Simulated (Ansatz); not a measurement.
Input file for Ansatz (an electronic-structure program): R-CCSD(T)/def2-SVP on FHSTe (SMILES F[Te]S), a point of a torsion scan. Elements past Kr take the def2 small-core potentials; no spin–orbit coupling. The run froze 15 orbitals, filled d shells among them.

Ansatz 0.2 input:
```yaml
crystal:
  periodic: [false, false, false]
  atoms:
    - {symbol: F, position_ang: [1.76047529, -0.67685118, 0.13962906]}
    - {symbol: Te, position_ang: [0.94166563, 1.07726739, -0.30972002]}
    - {symbol: S, position_ang: [-1.23902207, 0.38317550, 0.38847771]}
    - {symbol: H, position_ang: [-1.86630520, 1.16549690, -0.48257975]}
basis:
  gaussian:
    orbitals: def2-SVP
magnetization: {spin_polarized: false}
correlation: {method: ccsd_t, electrons: outside_noble_gas}
scf: {lower_state_search: off}
```

It printed:

```
WARN ansatz: RAYON_NUM_THREADS=1 ignored (pool sized by the plan → 1); use --threads N
Functional definition: HF
these checks for a lower state are left out or cut short: stability, starts, cluster_reference, orbital_swaps, neighbouring_geometries, increment
integrals: 0.04 GiB planned
672 factors; integrals over basis functions are off by at most 5.7e-4 eV
mean field: 0.15 GiB planned
mean field evaluation 1: about -20795.9628 eV, gradient 2.9e1 eV
mean field evaluation 2: about -20796.0817 eV, gradient 2.9e1 eV
mean field evaluation 4: about -20797.9937 eV, gradient 2.2e0 eV
mean field evaluation 8: about -20798.0258 eV, gradient 2.1e-1 eV
mean field -20798.02642247 eV, -764.3133736172 hartree, gradient 8.1e-6 eV, S^2 0.000000; 0 other end points of the search recorded, 0 dependent functions left out
15 core orbitals not correlated
reference -20798.02642247 eV, -764.3133736172 hartree; 10, 10 occupied and 38, 38 virtual orbitals, 672 factors
second order -11.28009374 eV of doubles, -0.00000000 eV of singles
coupled cluster: 0.10 GiB planned
cycle   1  -11.63745282 eV  change   -3.6e-1 eV  update   9.8e-2
cycle   2  -11.94616607 eV  change   -3.1e-1 eV  update   3.5e-2
cycle   3  -12.05317927 eV  change   -1.1e-1 eV  update   2.0e-2
cycle   4  -12.05147700 eV  change    1.7e-3 eV  update   5.4e-3
cycle   5  -12.04868939 eV  change    2.8e-3 eV  update   2.8e-3
cycle   6  -12.04878267 eV  change   -9.3e-5 eV  update   1.2e-3
cycle   7  -12.04854573 eV  change    2.4e-4 eV  update   6.5e-4
cycle   8  -12.04837389 eV  change    1.7e-4 eV  update   3.8e-4
cycle   9  -12.04854290 eV  change   -1.7e-4 eV  update   2.0e-4
cycle  10  -12.04855508 eV  change   -1.2e-5 eV  update   8.2e-5
cycle  11  -12.04854090 eV  change    1.4e-5 eV  update   4.3e-5
cycle  12  -12.04855080 eV  change   -9.9e-6 eV  update   2.1e-5
perturbative correction -0.30257788 eV, -0.0111195321 hartree
Total energy: -20810.37755116 eV, -764.7672692245 hartree
Checks for a lower state left out: stability, starts, cluster_reference, orbital_swaps, neighbouring_geometries, increment
```

The run converged.

Cost: very roughly 2.9 core-seconds.
